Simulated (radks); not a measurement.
Q: The mean radii <r> (bohr) of the occupied orbitals of an atom or ion are listed with their occupations. All-electron calculation, scalar-relativistic Kohn-Sham, Slater X-alpha with alpha = 0.667, spin-unpolarised, spherical densities, finite nucleus; Fermi nuclear charge, rms radius of each element as measured or else 0.836 A^(1/3) + 0.57 fm. Program: a radial shooting solver on a logarithmic mesh with Libxc functionals.

| orbital | occ. | <r> |
|---|---|---|
| 1s | 2 | 0.01805 |
| 2s | 2 | 0.07624 |
| 2p | 6 | 0.06833 |
| 3s | 2 | 0.1957 |
| 3p | 6 | 0.1955 |
| 3d | 10 | 0.1764 |
| 4s | 2 | 0.4000 |
| 4p | 6 | 0.4125 |
| 4d | 2 | 0.4117 |

Name the element and its charge.

A: Z = 75, rhenium, charge +37: Re37+ in [Kr] 4d2. The 1s radius gives Z: for a bare nucleus <r> = (2 gamma + 1)/(2Z) with gamma = sqrt(1 - (Z/c)^2), 0.01783 bohr for Z = 75, and screening makes it slightly larger (0.01805 here). The occupations add up to 38, and the charge is Z minus that.
